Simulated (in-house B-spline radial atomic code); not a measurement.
Configurations of O3+, with energies counted from [He] 2s2 2p1. Computed with an all-electron radial atomic-structure program (B-spline basis): Dirac-Hartree-Fock, average of configuration, Fermi nucleus of rms radius 2.6991 fm. Energies include first-order Breit, QED and recoil terms.

Occupations are held fixed; configurations that lie above the ionisation limit could autoionise.

| configuration | E - E(ref) (eV) | highest orbital | its <r> (bohr) |
| --- | --- | --- | --- |
| [He] 2s2 3p1 | 48.797 | 3p3/2 | 2.656 |
| [He] 2s2 4p1 | 61.945 | 4p3/2 | 5.126 |
| [He] 2s2 4d1 | 63.178 | 4d5/2 | 5.057 |
| [He] 2s2 4f1 | 63.568 | 4f7/2 | 4.486 |
| [He] 2s2 5s1 | 66.909 | 5s1/2 | 7.959 |
| [He] 2s2 5g1 | 68.485 | 5g9/2 | 6.874 |
| [He] 2s2 6p1 | 70.685 | 6p3/2 | 12.31 |
| [He] 2s2 6d1 | 71.019 | 6d5/2 | 12.46 |
| [He] 2s1 2p1 6d1 | 81.521 | 6d5/2 | 12.48 |
| [He] 2s1 2p1 6f1 | 81.631 | 6f7/2 | 11.97 |

Question: Order these further configurations by energy, lowest first.
A. [He] 2s1 2p1 6g1
B. [He] 2s2 6g1
C. [He] 2s2 5d1
D. [He] 2s1 2p1 5g1
E. [He] 2s1 2p1 4d1

Answer: C (68.269 eV), B (71.145 eV), E (73.694 eV), D (78.979 eV), A (81.64 eV).

Question: How far above the reference does [He] 2s1 2p1 5d1 lie?

Answer: 78.776 eV; its least bound orbital is 5d5/2 with <r> = 8.4 bohr.

Question: How far above the reference does [He] 2s2 3s1 lie?

Answer: 44.592 eV; its least bound orbital is 3s1/2 with <r> = 2.545 bohr.

Question: How far above the reference does [He] 2s1 2p2 lie?

Answer: 13.434 eV; its least bound orbital is 2p3/2 with <r> = 0.9212 bohr.

Question: One of these lies 52.13 eV from the reference. Which?
A. [He] 2s2 6s1
B. [He] 2s2 3d1
C. [He] 2s1 2p1 4f1

Answer: B.
